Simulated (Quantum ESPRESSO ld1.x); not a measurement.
All-electron atom: the lead ion Pb10+ in [Xe] 4f14 5d4. All-electron calculation, Dirac Kohn-Sham, PBE, spin-unpolarised, spherical densities, point nucleus; open shells fill j = l - 1/2 first. Program: ld1.x of Quantum ESPRESSO 7.5.

Normalised radial functions P(r) = r R(r) (large component), r in bohr:

r	5s1/2	5p3/2	5d5/2
0.002423	0.1728	0.0093	0.0001
0.003644	0.2104	0.0193	0.0003
0.005524	0.2371	0.0394	0.0010
0.008373	0.2293	0.0773	0.0033
0.01259	0.1563	0.1401	0.0097
0.01909	-0.0105	0.2317	0.0277
0.0287	-0.2351	0.3194	0.0713
0.04351	-0.3688	0.3135	0.1641
0.06543	-0.1650	0.0868	0.3045
0.09919	0.3519	-0.3259	0.4051
0.1504	0.4529	-0.4279	0.2336
0.2261	-0.3396	0.1943	-0.2773
0.3428	-0.6921	0.6848	-0.5896
0.5154	0.4795	-0.1187	-0.0354
0.7814	1.3316	-1.1624	0.8944
1.175	0.7454	-0.9442	1.0399
1.781	0.1229	-0.2450	0.4463
2.7	0.0042	-0.0158	0.0593

5s1/2: eigenvalue -304.27 eV, 4 radial nodes at r = 0.0187, 0.0755, 0.196, 0.451 bohr, <r> = 0.833 bohr, 90 % of the charge inside 1.18 bohr. 5p3/2: eigenvalue -236.29 eV, 3 radial nodes at r = 0.0719, 0.205, 0.496 bohr, <r> = 0.951 bohr, 90 % of the charge inside 1.35 bohr. 5d5/2 (empty): eigenvalue -168.66 eV, 2 radial nodes at r = 0.185, 0.523 bohr, <r> = 1.11 bohr, 90 % of the charge inside 1.60 bohr.
